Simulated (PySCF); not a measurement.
PySCF input for C₃H₇FOSi, SMILES [SiH2](CC=O)CF, PBE/pcSseg-1. Coordinates come from a PBE0-D3(BJ)/def2-SVP optimisation. The structure was generated by enumeration, and PubChem lists no compound with its InChIKey, so it may never have been made. The values are those of a single conformer.

```python
import numpy as np
from pyscf import gto, scf, dft
from pyscf.prop.nmr import rks as nmr

mol = gto.M(
    atom='''
    O     2.55629583    1.29649898   -0.11852199
    C     1.80735674    0.70272142    0.61054205
    C     1.33687970   -0.69862576    0.39463375
    Si   -0.32580595   -0.76520396   -0.53190831
    C    -1.63136014    0.24669744    0.40976006
    F    -2.84420257    0.14305541   -0.23912327
    H     1.37962849    1.20609049    1.52000523
    H     1.20112610   -1.21694371    1.35821935
    H     2.07059735   -1.24353665   -0.22067153
    H    -0.77224150   -2.18630380   -0.61375067
    H    -0.16003567   -0.20628833   -1.90328852
    H    -1.34400706    1.31240022    0.46913482
    H    -1.74358575   -0.11681184    1.44773769
    ''',
    basis='pcSseg-1',
    charge=0,
    spin=0,
    max_memory=1600,
    verbose=3,
)
mf = dft.RKS(mol, xc='pbe')
mf.grids.level = 3
mf.conv_tol = 1e-10
mf.max_cycle = 100
mf.kernel()
n = nmr.NMR(mf)
n.verbose = 2
n.max_cycle_cphf = 60
sigma = n.kernel()
print('atom   isotropic/ppm   span/ppm')
for i, s in enumerate(sigma):
    w = np.linalg.eigvalsh((s + s.T) / 2)
    print(f'{mol.atom_symbol(i):2s}{i + 1:3d} {w.mean():14.3f} {w[2] - w[0]:11.3f}')
```

Log of the run:

```
converged SCF energy = -582.552090526599
atom   isotropic/ppm   span/ppm
O   1       -360.281    1280.526
C   2        -15.116     201.618
C   3        144.971      76.549
Si  4        376.163      59.287
C   5        103.360     127.730
F   6        454.285      80.167
H   7         21.364       6.456
H   8         28.959       5.790
H   9         29.053       7.564
H  10         26.719       6.928
H  11         26.888       7.504
H  12         26.188       8.518
H  13         26.300       8.370
```

The run converged.
